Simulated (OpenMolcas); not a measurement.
Ti3+: effect of the metal basis and ligand basis

Ti3+ with 4 ligands (chloride) in tetrahedral coordination (Td) at 2.3 Å. A charge of +0.25 e stands 2.6 Å behind each ligand.

```json
{
 "Program": "OpenMolcas",
 "Method": "SS-CASPT2, IPEA 0.25 Eh, imaginary shift 0.1 Eh (closed shells correlated: 3s 3p and the ligand valence shells)",
 "Spin-orbit coupling": "state interaction with AMFI integrals over the reference wave functions"
}
```

Fixed: active space 1 electron in 5 orbitals (3d), DKH2 Hamiltonian.

States (labels of Td). Energies in cm-1 above the lowest state or level, χT in cm3 K/mol; 10Dq is the gap between the two states; 10Dq is negative for this site.

```tsv
Run	Metal basis	Ligand basis	Ground state	First state of that spin	10Dq	First gap with spin-orbit (degeneracies)	χT at 300 K	Cost
A	ANO-RCC-VDZP	ANO-RCC-VDZP	2E	2T2 5240	-5243	5220 (4, 4)	0.390	roughly 12 core-seconds
B	ANO-RCC-VTZP	ANO-RCC-VTZP	2E	2T2 5090	-5093	5070 (4, 4)	0.391	roughly 120 core-seconds
```

Against A, |10Dq| changes by -2.9 % in B.

Costs are those of the CASPT2 steps.

Roots that are degenerate in the reference are averaged as groups; the widest CASPT2 spread within a group is 10 cm-1 (the 2-fold group of multiplicity 2 near 0 cm-1 above the lowest state of its run, B). Shifts and gaps below about the spread of the groups concerned are not significant. Over all roots computed the reference weight is 0.74 in A, 0.72 in B; a low but even weight reflects the number of correlated electrons. An orbital doublet at a regular site is open to a Jahn-Teller distortion, which this geometry leaves out. Ligand-to-metal charge-transfer states are missing. With one d shell and no ligand orbital active, 10Dq can be off by a tenth or more. The least metal-like active orbital is 85 % on the metal (Löwdin) and no ligand orbital is active, so the numbers are rough (holds for B). No measured value stands beside these numbers; the geometry was imposed, not optimised, and the real ion may take another.
